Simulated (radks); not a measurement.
The numbers below are computed, except where a source is named.
Problem. Species: Mg4.75+. Configuration: [He] 2s2 2p(up 2.25, down 1) (fractional occupations, a model configuration). Level of theory: non-relativistic Kohn-Sham, TPSS, spin-polarised, spherical densities, point nucleus; meta-GGA in the generalised Kohn-Sham scheme (a radial shooting solver on a logarithmic mesh with Libxc functionals). Some entries of the table are withheld. Estimate them.

orbital  occ.  eigenvalue (eV)  <r^2> (bohr^2)
1s up       1        -1397.938             (1)
1s down     1        -1395.731             (2)
2s up       1        -188.7786          0.4696
2s down     1        -184.2883          0.4779
2p up    2.25              (3)          0.4152
2p down     1              (4)          0.4270

Solution. 
(1) 1s up <r^2> (bohr^2): 0.02295
(2) 1s down <r^2> (bohr^2): 0.02287
(3) 2p up eigenvalue (eV): -157.6236
(4) 2p down eigenvalue (eV): -152.6156
